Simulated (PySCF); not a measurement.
Species: C6H12N, charge 0, multiplicity 2. It need not be the lowest isomer of its formula. SMILES: [CH]1CCCCC1N
Geometry from a B3LYP-D3(BJ)/def2-TZVP (Ansatz) optimisation:
```xyz
19

C     -1.8915     0.1292     0.0163
C     -1.2147    -1.2489     0.1963
C      0.1881    -1.0812     0.6620
C      1.0669    -0.1773    -0.1283
C      0.3849     1.1973    -0.2840
C     -1.0298     1.0531    -0.8461
N      2.3725    -0.0176     0.5120
H     -2.0373     0.5843     1.0006
H     -2.8815     0.0029    -0.4297
H     -1.7897    -1.8690     0.8854
H     -1.2313    -1.7574    -0.7785
H      0.4794    -1.3371     1.6727
H      1.1483    -0.5931    -1.1518
H      0.3570     1.6731     0.7002
H      0.9924     1.8336    -0.9360
H     -0.9771     0.6501    -1.8639
H     -1.4989     2.0367    -0.9260
H      2.9706     0.5811    -0.0461
H      2.8374    -0.9151     0.5913
```
Charge 0, spin multiplicity 2.

Dispersion corrections to the total energy (kcal/mol) from the dftd3 and dftd4 libraries through PySCF: D3(BJ) without and D4 with the three-body term, each with the damping fitted for the functional named.

| functional | D3(BJ) | D4 |
|---|---|---|
| B3LYP | -18.23 | -16.42 |
| BHLYP | -13.77 | ? |
| B2PLYP | -8.21 | -7.28 |
| HSE06 | -6.87 | ? |
| PW6B95 | -5.08 | -8.75 |
| TPSS | -13.61 | ? |
| BP86 | -16.38 | -13.55 |

### Question
Some entries are withheld; supply them.

### Answer

- BHLYP, D4: -11.30
- HSE06, D4: -8.06
- TPSS, D4: -14.02
